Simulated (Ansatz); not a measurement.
A nudged elastic band was laid between two geometries of BFH7NSi (11 atoms, charge 0, multiplicity 1).

All numbers below come from RKS PBE-D4/cc-pVDZ (Ansatz).

| Item | Value |
| --- | --- |
| movable images | 3 |
| climbing image | no |
| spring | 5.0 eV/Å² |
| optimiser | quadratic models (default) |
| start path | through a guess of the saddle point |
| force threshold | 0.05 eV/Å |
| iteration limit | 60 |
| end points | relaxed |

First end point:

```xyz
11
Properties=species:S:1:pos:R:3
B 0.154 -0.364 0.041
F -0.301 0.879 0.547
H 1.393 -0.457 0.016
H -0.415 -0.741 -0.985
N -0.315 -1.452 1.245
H -0.972 -2.156 0.881
Si 1.215 -2.169 1.970
H 1.909 -2.912 0.871
H 1.993 -1.020 2.528
H 0.811 -3.123 3.071
H -0.839 -0.876 1.924
```

Last end point:

```xyz
11
Properties=species:S:1:pos:R:3
B 0.243 -0.739 -0.392
F -0.538 0.309 2.465
H 1.224 -0.030 -0.317
H -0.551 -0.664 -1.309
N 0.012 -1.686 0.640
H -0.789 -2.317 0.520
Si 1.185 -2.141 1.946
H 1.871 -3.423 1.541
H 2.171 -1.021 2.060
H 0.422 -2.380 3.219
H -0.616 -0.299 1.736
```

(1) Which bonds break or form, and what moves?

(2) Give the energies along the band, and the barrier.

(3) What is the geometry of the highest image?

Answers

(1) Bonds broken: B1–F2, N5–H11. Bonds formed: F2–H11. BFH7NSi becomes BH6NSi + FH.

(2) The run converged. The highest image is number 3 of 0 to 4, 0.85 eV above the first end and 0.04 eV above the last; the last end lies 0.80 eV above the first. No image climbed, so the highest image needn't sit at the top of the path. So few images can step over the top or miss a turn of the path. The orbitals stay closed-shell, which can raise the energy where a bond breaks towards radicals; this wasn't checked here.

| image | path coordinate (Å) | energy (eV) | B1–F2 (Å) | N5–H11 (Å) | F2–H11 (Å) |
| --- | --- | --- | --- | --- | --- |
| 0 | 0.00 | 0.00 | 1.42 | 1.03 | 2.29 |
| 1 | 1.20 | 0.05 | 1.42 | 1.03 | 2.29 |
| 2 | 2.39 | 0.48 | 1.55 | 1.08 | 1.59 |
| 3 | 3.59 | 0.85 | 2.71 | 1.90 | 0.95 |
| 4 | 4.79 | 0.80 | 3.14 | 1.88 | 0.95 |

(3) 
```xyz
11
Properties=species:S:1:pos:R:3:forces:R:3
B 0.274 -0.628 -0.192 0.00 -0.01 0.00
F -1.090 0.563 1.822 0.01 0.01 0.02
H 1.258 0.069 -0.075 0.00 0.00 -0.01
H -0.548 -0.468 -1.069 0.00 -0.01 -0.01
N 0.102 -1.715 0.716 0.00 0.01 -0.01
H -0.687 -2.348 0.538 -0.01 0.00 0.00
Si 1.298 -2.272 1.942 0.00 0.00 0.00
H 1.744 -3.670 1.595 0.01 0.01 0.00
H 2.443 -1.304 1.896 -0.01 0.01 0.00
H 0.661 -2.291 3.309 -0.01 0.00 0.00
H -0.821 -0.327 1.626 0.01 -0.02 0.00
```

Time of the run: 56 s on 2 threads of Arm Neoverse V2, with other jobs on the host, peak memory 0.13 GiB.
